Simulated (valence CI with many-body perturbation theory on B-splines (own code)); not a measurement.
The numbers below are computed, except where a source is named.
**Xe33+: what the settings do**

Method: valence CI with perturbative core correlation (CI+MBPT): three valence electrons over a frozen Dirac-Fock core [Ar], a basis of 6 s, 6 p, 5 d, 5 f, 1 g functions for each j, with the one-electron correlation potential Σ1, the two-electron term Σ2, the three-electron term Σ3, Breit, model QED; selected CI, second order for the rest, scaled by the run's own slope (own B-spline code, finite nucleus).

No measured spectrum was set against this ion. As an estimate, large intervals hold to a few tenths of a per cent, small ones and those within an open d or f shell to about a per cent. Only levels of the ground parity were solved; by the run's estimate the other parity begins above the list, which can be wrong where configurations are misplaced.

The reference run has the lowest level (3d3/2^3) J=3/2 and an ionisation energy of 2113.58 eV. Its largest variational space holds 2230 state functions.

Levels are named by their leading jj configuration (3d3/2^4 stands for four electrons in 3d with j = 3/2), which in mixed levels can hold well under half, so a name can repeat and another be missing. Letters in brackets count levels of one name in rising energy.

Changed runs:
A. selection threshold (hartree) 2e-08 → 2e-07
B. shift of the energy in Σ1 (hartree) 0 → -21.6
C. scale of Σ1 1 → 0; highest l with Σ1, explicit Σ2 and valence Breit (higher l get mean screening factors) 3 → 0
D. size limit of the variational space 10000 → 300; second order for the rest on → off (bad on purpose)

Excitation energies of the reference run in cm⁻¹, and shifts in cm⁻¹:

```csv
Level,Reference,A,C,D
(3d3/2^2 3d5/2) J=5/2 [a],88869,0,-2284,+60
(3d3/2^2 3d5/2) J=7/2,132310,0,+282,+95
(3d3/2^2 3d5/2) J=3/2,132904,0,+1404,+104
(3d3/2^2 3d5/2) J=9/2,145907,0,+2026,+96
(3d3/2^2 3d5/2) J=1/2,155395,0,+3045,-1030
(3d3/2 3d5/2^2) J=7/2 [a],234413,0,-1882,+296
(3d3/2^2 3d5/2) J=5/2 [b],236448,0,+2288,+975
(3d3/2 3d5/2^2) J=9/2,248500,0,-832,-82
(3d3/2 3d5/2^2) J=3/2 [a],276899,0,-654,+233
(3d3/2 3d5/2^2) J=1/2,290565,0,+1338,-876
(3d3/2 3d5/2^2) J=11/2,303519,0,+1671,-495
(3d3/2 3d5/2^2) J=5/2 [a],323132,0,+3339,+1319
Ionisation energy (eV),2113.58,0,-2.07,-0.19
```

No effect on these energies: A.

Run B ends with another lowest level, (3d5/2^3) J=9/2, and an ionisation energy of 2121.62 eV.
